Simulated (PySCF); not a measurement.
**Stretching ZnSi⁺**

Set-up: basis Zn def2-SVP, Si def2-SVP; no relativity; PySCF 2.14. Energies in eV from Zn + Si⁺ in their ground configurations at the same level. State: ²Π (doublet), unpaired electrons π ↑.

All columns are r²SCANh. A positive dipole points towards Si; it is taken about the centre of mass and depends on that origin.

```
R (Å)  E (eV)  μ (D)  Mulliken charge on Zn (basis-dependent)  HOMO (eV)  LUMO (eV)  Mayer bond order  ⟨S²⟩
2.181  -1.757  -0.28                                     0.51     -11.36      -9.90              1.23  0.76
2.282  -1.962  -0.14                                     0.52     -11.22      -9.74              1.16  0.76
2.384  -2.066   0.03                                     0.53     -11.12      -9.62              1.09  0.76
2.460  -2.097   0.19                                     0.54     -11.06      -9.54              1.05  0.76
2.536  -2.097   0.36                                     0.54     -11.01      -9.47              1.00  0.76
2.612  -2.076   0.56                                     0.55     -10.97      -9.42              0.97  0.77
2.713  -2.023   0.84                                     0.54     -10.94      -9.37              0.92  0.77
2.840  -1.931   1.22                                     0.54     -10.92      -9.33              0.87  0.78
2.993  -1.801   1.71                                     0.53     -10.92      -9.30              0.82  0.79
3.195  -1.618   2.37                                     0.51     -10.94      -9.29              0.75  0.83
```

A fit through these points gives, at Re = 2.499 Å, μ = 0.28 D and dμ/dR = 2.30 D/Å; the reduced mass is 19.46 u.

Question: How strong is the fundamental in the double-harmonic approximation, I = 42.26·(dμ/dR)²/μred km/mol?

Answer: I = 42.26·(2.30)²/19.46 = 11.5 km/mol at r²SCANh.

For an ion De counts to the pair picked by the measured ionisation energies or electron affinities, which need not be the lowest pair at this level. The state is the lowest determinant that a PBE0 search found; another state may lie lower at other levels.
